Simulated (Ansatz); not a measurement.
Reaction (redistribution): `C=C[Si](N)(O)[SiH3]` + `[OH][Ge]([OH])([F])[Cl]` → `C=C[Si](N)(O)F` + `[OH][Ge]([OH])([SiH3])[Cl]`

Isolated molecules relaxed with PBE0-D4/def2-TZVP in Ansatz; ΔE leaves out vibrations. CCSD(T)/CBS is the MP2 limit (def2-TZVPP, def2-QZVPP) plus CCSD(T) − MP2 in def2-TZVPP, frozen cores. DFT in def2-TZVPP. B3LYP here is the variant with VWN-RPA as its local correlation; programs differ in this. For Ge outer-core shells are correlated without core-valence functions, which leaves a few kJ/mol of doubt a bond. Scalar relativity is left out up to krypton. One conformer a species, not always the lowest.

| level | ΔE (kJ/mol) | difference from CCSD(T)/CBS |
| --- | --- | --- |
| PBE-D4 | -119.2 | 11.3 |
| r2SCAN-D4 | -125.5 | 5.0 |
| B3LYP-D4 | -129.2 | 1.3 |
| ωB97X-V | -121.0 | 9.5 |
| ωB97M-V | -129.3 | 1.2 |
| B2PLYP | -128.0 | 2.5 |
| r2SCAN | -126.0 | 4.5 |
| B3LYP | -130.5 | 0.0 |
| MP2/def2-QZVPP | -129.6 | 0.9 |
| CCSD/CBS(def2) | -132.7 | -2.2 |
| CCSD(T)/CBS | -130.5 | 0 |

Largest T1 diagnostic among the species: 0.012.

In def2-TZVPP, CCSD(T) changes the Hartree–Fock value by +6.5 kJ/mol (the triples alone add +2.2 kJ/mol) and MP2 by +4.3 kJ/mol.
